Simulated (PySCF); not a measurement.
C3H7O, SMILES CC(C)=[OH+], charge +1.

Coordinates come from a PBE-D3(BJ)/def2-SVP optimisation. The isomer is the one that the SMILES or the coordinates give; other isomers of the formula were not compared.

The numbers are results of PBE-D3(BJ)/def2-SVP (PySCF 2.14.0), not measurements.

Harmonic, unscaled wavenumbers; measured fundamentals usually lie a few per cent lower.

```tsv
mode	ν (cm⁻¹)	IR (km/mol)	moving atoms (share of kinetic energy)
1	107	3.6	H 90 %
2	134	2.0	H 99 %
3	393	0.0	C 44 %, H 43 %, O 13 %
4	474	7.1	H 52 %, C 40 %, O 8 %
5	500	13.8	C 37 %, H 35 %, O 29 %
6	695	72.6	H 89 %
7	839	12.4	C 52 %, H 34 %, O 14 %
8	885	23.6	H 72 %, C 24 %
9	909	14.7	H 67 %, C 32 %
10	1021	0.5	H 60 %, C 27 %, O 13 %
11	1033	40.1	C 55 %, H 44 %
12	1122	116.1	H 71 %, C 21 %, O 8 %
13	1277	33.7	H 87 %, C 12 %
14	1290	85.8	H 85 %, C 15 %
15	1327	51.7	H 93 %
16	1347	32.3	H 94 %
17	1375	43.7	H 85 %, C 14 %
18	1392	31.1	H 85 %, C 11 %
19	1454	167.5	C 65 %, H 31 %
20	1569	127.9	C 67 %, O 21 %, H 12 %
21	2945	80.3	H 96 %
22	2956	29.8	H 96 %
23	3039	12.5	H 92 %, C 8 %
24	3048	25.7	H 92 %
25	3101	7.6	H 90 %, C 10 %
26	3125	13.2	H 90 %, C 10 %
27	3542	179.8	H 94 %
```
